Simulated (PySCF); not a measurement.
Species: cyclo-(H2GeS)2.
Bonds: Ge1–S4, Ge1–S8, S4–Ge5, Ge5–S8. Hydrogens: H2, H3 on Ge1; H6, H7 on Ge5.

Method: PBE0-D3(BJ)/def2-SVP geometry optimisation, gas phase (PySCF); density fitting, grid level 1; the optimiser is geomeTRIC in internal coordinates, started from a GFN2-xTB structure with every atom displaced at random (about 0.03 Å).

Step 0: E = -134732.0360 eV
```
atom  x, y, z in Å  |  force x, y, z in eV/Å
Ge1     1.4910   -0.0321    0.4141   -1.491   1.663  -1.213
H2      2.1422   -1.0590    1.1689    1.091  -1.667   1.097
H3      2.3337    1.1780    0.0792    0.521   0.198  -0.062
S4     -0.3290    0.7470    1.4333   -0.790  -0.257  -0.363
Ge5    -1.4380   -0.0643   -0.4336    1.577   0.282   0.811
H6     -2.4030   -1.1721   -0.1104   -0.294  -0.545   0.160
H7     -2.1343    1.0374   -1.1745   -0.287   0.546  -0.379
S8      0.4756   -0.7206   -1.4607   -0.328  -0.220  -0.050
```

Q: Estimate the geometry and energy of step 1. (The exact step hangs on the optimiser's Hessian estimate; all steps are aligned on step 0, rigid shifts and turns removed.)

A: E = -134732.2619 eV, largest force 0.228 eV/Å
```
atom  x, y, z in Å  |  force x, y, z in eV/Å
Ge1     1.4567    0.0090    0.4013   -0.039   0.111  -0.026
H2      2.1579   -1.1238    1.1864   -0.030   0.134  -0.086
H3      2.3815    1.1946    0.0625    0.087  -0.122   0.087
S4     -0.3907    0.7536    1.4289   -0.152  -0.081  -0.085
Ge5    -1.4134   -0.0511   -0.4180    0.136   0.119   0.139
H6     -2.3727   -1.2134   -0.0878    0.066   0.037  -0.027
H7     -2.1387    1.0704   -1.1910    0.034  -0.075   0.028
S8      0.4577   -0.7249   -1.4661   -0.101  -0.123  -0.030
```

The energy changes by -0.2259 eV. The first-order estimate −F·Δx gives -0.4623 eV and the mean of the old and new forces, exact on a quadratic surface, -0.2371 eV. The step makes an angle of 38° with the force vector and moves no atom by more than 0.069 Å.

What follows is the cost of the whole optimisation. Time: 2.1 min wall, 1.9 min CPU; peak memory 0.55 GiB. Hardware: AMD EPYC, one thread, shared host with 64 logical CPUs at a one-minute load of 53.
